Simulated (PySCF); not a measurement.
Estimate the missing entries of this data sheet.

Species: C7H7NO.
Structure used (GFN2-xTB), in Å, numbered top down from 1:
```
atom  x, y, z in Å
C1     0.562    2.171   -0.236
C2     0.770    0.872   -0.023
C3     2.052    0.223    0.239
C4     1.835   -1.094    0.397
C5     0.418   -1.380    0.250
C6    -0.226   -0.220    0.000
N7    -1.579    0.007   -0.211
C8    -2.550   -0.939   -0.203
O9    -2.397   -2.118   -0.016
H10    1.379    2.873   -0.227
H11   -0.414    2.589   -0.425
H12    2.985    0.751    0.289
H13    2.571   -1.849    0.602
H14   -0.024   -2.354    0.329
H15   -1.844    0.967   -0.381
H16   -3.544   -0.489   -0.395
```

```json
{"property": "point group of the GFN2-xTB geometry", "level": "GFN2-xTB", "value": "?"}
{"property": "rotational constants A, B, C of the GFN2-xTB geometry", "level": "GFN2-xTB", "value": "3.290, 1.288, 0.926 GHz"}
{"property": "dipole moment", "level": "PBE0/def2-SVPD", "value": "4.15 D"}
{"property": "HOMO energy", "level": "PBE0/def2-SVPD", "value": "?"}
{"property": "LUMO energy", "level": "PBE0/def2-SVPD", "value": "?"}
{"property": "lowest singlet excitation", "level": "TDDFT PBE0/def2-SVPD", "value": "2.72 eV (455 nm, f = 0.032)"}
{"property": "strongest line among the 6 lowest singlet transitions", "level": "TDDFT PBE0/def2-SVPD", "value": "?"}
{"property": "lowest triplet excitation (Tamm–Dancoff)", "level": "TDA PBE0/def2-SVPD", "value": "1.79 eV"}
{"property": "static isotropic polarisability", "level": "PBE0/def2-SVPD", "value": "96.8 au"}
{"property": "electronic spatial extent ⟨r²⟩ about the centre of nuclear charge", "level": "PBE0/def2-SVPD", "value": "1203 bohr²"}
{"property": "13C chemical shifts (computed TMS as zero) by class", "level": "GIAO PBE0/pcSseg-1", "value": "157.9 (C8), 156.1 (C2), 144.7 (C4), 135.3 (C6), 124.0 (C5), 121.8 (C3), 120.9 (C1) ppm"}
{"property": "1H chemical shifts (computed TMS as zero) by class", "level": "GIAO PBE0/pcSseg-1", "value": "?"}
{"property": "isotropic shieldings of nuclei other than C and H, by class", "level": "GIAO PBE0/pcSseg-1", "value": "?"}
```

Gas-phase values; electronic properties from PySCF, density fitting. Geometry: GFN2-xTB, one conformer, isolated molecule.

(1) What are the 1H chemical shifts (computed TMS as zero) by class?

(2) The HOMO energy?

(3) The point group of the GFN2-xTB geometry?

(4) What is the strongest line among the 6 lowest singlet transitions?

(5) The isotropic shieldings of nuclei other than C and H, by class?

(6) Give the LUMO energy.

Results:

(1) 8.41 (H16), 7.32 (H14), 6.70 (H13), 6.48 (H15), 5.94 (H10), 5.87 (H11), 5.86 (H12) ppm.

(2) -5.99 eV.

(3) Cs.

(4) S5 at 5.62 eV (221 nm, f = 0.312).

(5) 116 (N7), -123 (O9) ppm.

(6) -2.21 eV.

With B = h/(8π²I), that is 505.379 GHz u Å² over I, the principal moments of inertia are 153.6, 392.4 and 546.0 u Å² (most abundant isotopes); the inertial defect Ic − Ia − Ib is 0.0 u Å² (zero for a rigid planar frame, negative otherwise). The largest Löwdin shares of the HOMO are 0.22 on C3, 0.18 on C5, 0.17 on C6 and 0.13 on N7. The vertical singlet–triplet gap S1 − T1 is 0.93 eV (TDDFT singlet less Tamm–Dancoff triplet; S1: HOMO→LUMO, weight 0.99; T1: HOMO→LUMO, weight 0.96). In atomic units the dipole is 1.63 e·bohr (1 au = 2.5417 D). The polarisability is 14.34 Å³ as a volume (1 au = 0.148185 Å³), or 1.51 au for each of the 64 electrons. The principal polarisabilities are 53.7, 113.8 and 122.9 au; their mean is the isotropic value.
